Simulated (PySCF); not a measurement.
**Computed properties of B(H)(Cl)(OMe) (CH₄BClO), SMILES COBCl**

B(H)(Cl)(OMe) (CH₄BClO), SMILES COBCl. Geometry optimised at PBE0-D3(BJ)/def2-SVP. The values are those of a single conformer. All values are computed for the isolated molecule unless a solvent is named; none is compared with measurement here.

**Structure.** The optimised structure has Cs symmetry. All 18 harmonic modes at PBE0-D3(BJ)/def2-SVP (PySCF) are real, so it is a minimum. With heavy atoms numbered as in [BH:1]([Cl:3])[O:4][CH3:5], the shortest bond between them is B1–O4 at 1.334 Å and the longest B1–Cl3 at 1.758 Å.

**Vibrations.** The strongest infrared lines (harmonic, unscaled, degenerate partners summed) lie at 1410 cm⁻¹ (424 km/mol, H 35 %, B 26 %, O 24 %, C 15 %), 1506 cm⁻¹ (181 km/mol, H 58 %, O 21 %, B 19 %), 2639 cm⁻¹ (123 km/mol, H 91 %, B 9 %). The softest mode is at 131 cm⁻¹ and the zero-point energy is 35.8 kcal/mol.

**Electronic structure.** r2SCAN/def2-TZVPD (PySCF) places the frontier levels at -7.72 and -1.03 eV, a gap of 6.69 eV, and gives a dipole moment of 2.64 D and a mean polarisability of 48.0 bohr³.

**Excitations.** TDDFT-M06-2X/def2-SVPD (PySCF) has S1 at 6.90 eV (180 nm, f = 0.004, weak); the most intense of the 10 singlets computed lies at 7.81 eV (f = 0.20). T1 (TDA) is at 6.60 eV. No vertical singlet excitation falls in the visible range (under 3.1 eV).

**NMR.** GIAO shifts at PBE0/pcSseg-1 (PySCF) (non-relativistic, atoms alike by connectivity averaged): ¹³C at 61.5 ppm against TMS; ¹H from 4.3 to 5.5 ppm against TMS; ¹¹B at 26.5 ppm against BF3. Without spin–orbit terms, shifts of atoms bonded to Cl or Br come out too high.
